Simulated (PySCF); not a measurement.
Isomers of C2H4B2. Isolated molecules, 0 K electronic values unless said otherwise. One relaxed conformer stands for each flexible species; it need not be the lowest. Strings in code marks are SMILES.

These are CAM-B3LYP-D3(BJ)/def2-TZVP (PySCF) values and carry that method's errors. Delta-SCF ions had no search for a lower state. Excitations are Tamm–Dancoff values on a coarser integration grid. The basis has no diffuse functions, so Rydberg states are missing or too high.

```tsv
species	brightest of the four lowest singlets (TDA) (eV)	T1 excitation (TDA) (eV)	vertical ionisation energy (Delta-SCF) (eV)
`CC1=BB1`	5.59	2.69	10.13
`[H]/B=C/C=B/[H]`	(withheld)	2.03	7.47
`C1=BB1C`	5.78	2.57	(withheld)
`BB1C=C1`	6.08	4.55	(withheld)
```

**Question.** Fill in the missing entries.

**Answer.** 
- `[H]/B=C/C=B/[H]`, brightest of the four lowest singlets (TDA) (eV): 4.92
- `C1=BB1C`, vertical ionisation energy (Delta-SCF) (eV): 10.04
- `BB1C=C1`, vertical ionisation energy (Delta-SCF) (eV): 10.44
